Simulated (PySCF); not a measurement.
C₃H₅BFNO, SMILES CN1C=C(F)B1O.

Geometry: B3LYP-D3(BJ)/def2-SVP. The structure was generated by enumeration, and PubChem lists no compound with its InChIKey, so it may never have been made. The values are those of a single conformer.

Calculation: TDDFT-ωB97X/def2-SVPD run with PySCF.

Vertical excitations. Isolated molecule, no solvent.

Computed UV-visible absorptions:
```csv
state,energy (eV),λ (nm),f,main pairs
S1,3.98,312,0.018,HOMO→LUMO 97 %
S2,5.91,210,0.008,HOMO→LUMO+1 87 %
S3,6.67,186,0.008,"HOMO−2→LUMO 53 %, HOMO−1→LUMO 35 %"
S4,6.80,182,0.035,"HOMO→LUMO+2 43 %, HOMO→LUMO+3 22 %, HOMO→LUMO+5 10 %"
S5,7.04,176,0.029,"HOMO→LUMO+3 57 %, HOMO→LUMO+2 27 %"
S6,7.30,170,0.070,"HOMO−1→LUMO 49 %, HOMO−2→LUMO 27 %, HOMO−3→LUMO 14 %"
S7,7.62,163,0.088,HOMO→LUMO+4 71 %
S8,7.77,160,0.005,"HOMO→LUMO+5 54 %, HOMO−3→LUMO 10 %"
S9,7.85,158,0.039,HOMO−3→LUMO 68 %
S10,8.39,148,0.025,"HOMO→LUMO+6 59 %, HOMO→LUMO+8 12 %"
T1,2.91,425,0,HOMO→LUMO 91 %
T2,5.77,215,0,HOMO−1→LUMO 70 %
T3,5.88,211,0,HOMO→LUMO+1 82 %
T4,6.14,202,0,HOMO−2→LUMO 74 %
```
Triplets are in the Tamm–Dancoff approximation, which puts them higher than full response would, so one can lie above its singlet here.
